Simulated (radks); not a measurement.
Values are calculated unless marked as measured or tabulated.
Spin polarisation of the 4f6 shell in Sm. Start: [Xe] 4f(up 3, down 3) 6s2; electrons of 4f are moved from spin down to spin up, other shells keep equal spins. Level of theory: non-relativistic Kohn-Sham, PBEsol, spin-polarised, spherical densities, point nucleus (a radial shooting solver on a logarithmic mesh with Libxc functionals).

moment (Bohr magnetons)  E - E(0) (eV)  e(4f up) (eV)  e(4f down) (eV)  6s down minus up (eV)  5p down minus up (eV)
0                                0.000         -5.754           -5.754                  0.000                  0.000
1                               -0.177         -6.091           -5.382                  0.026                  0.298
2                               -0.709         -6.392           -4.975                  0.053                  0.598
3                               -1.594         -6.656           -4.533                  0.080                  0.899
4                               -2.832         -6.880           -4.054                  0.108                  1.203
5                               -4.420         -7.060           -3.535                  0.137                  1.510
6                               -6.355         -7.190           -2.974                  0.168                  1.823

At moment 6 the spin-polarisation energy is -6.355 eV and the 4f exchange splitting 4.216 eV, that is 0.703 eV per Bohr magneton; E = -I m^2/4 would give I = 0.706 eV.
